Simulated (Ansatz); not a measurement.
Geometry optimisation, RKS PBE-D4/def2-SVP in Ansatz.

Input:

```yaml
crystal:
  periodic: [false, false, false]
  atoms:
    - { symbol: Sn, position_ang: [0.502849, 0.262523, -0.43578] }
    - { symbol: C, position_ang: [-0.185371, 0.261064, 2.852874] }
    - { symbol: H, position_ang: [-1.118741, 0.252519, 2.260524] }
    - { symbol: H, position_ang: [0.227333, -0.762435, 2.915583] }
    - { symbol: H, position_ang: [-0.42298, 0.618194, 3.872797] }
    - { symbol: H, position_ang: [0.944224, 0.18385, -2.103031] }
    - { symbol: H, position_ang: [-1.10797, 0.834051, -0.241635] }
    - { symbol: H, position_ang: [0.831971, -1.221655, 0.362914] }
    - { symbol: Cl, position_ang: [1.962379, 1.934802, 0.482863] }
    - { symbol: H, position_ang: [0.561506, 0.944688, 2.400992] }
basis:
  gaussian: { orbitals: def2-SVP }
hamiltonian:
  xc: pbe
  dispersion: d4
relax:
  f_tol: 0.03
  max_steps: 50
```

Launched with:

```bash
$ ansatz run input.yaml --threads 2 --pin off --max-ram 3072MiB --backend cpu --events-out ev --progress --plain --runs-dir out
```

Task: Where does it end, and by what steps?

Result: The run converged. After 4 steps the energy has fallen by 0.077 eV; H10 moved furthest, 0.26 Å.

```csv
step,energy less start (eV),largest force component (eV/Å),accepted
0,0.0000,0.265,yes
1,-0.0690,0.129,yes
2,-0.0695,0.182,yes
3,-0.0765,0.059,yes
4,-0.0768,0.017,yes
```

```xyz
10
Properties=species:S:1:pos:R:3
Sn 0.569 0.275 -0.685
C -0.245 0.256 3.088
H -1.163 0.261 2.470
H 0.174 -0.768 3.118
H -0.498 0.579 4.116
H 0.991 0.178 -2.355
H -1.039 0.843 -0.450
H 0.896 -1.191 0.157
Cl 2.008 1.925 0.253
H 0.502 0.949 2.656
```

Time of the run: 9 s on 2 threads of Arm Neoverse V1, with other jobs on the host, peak memory 0.13 GiB.
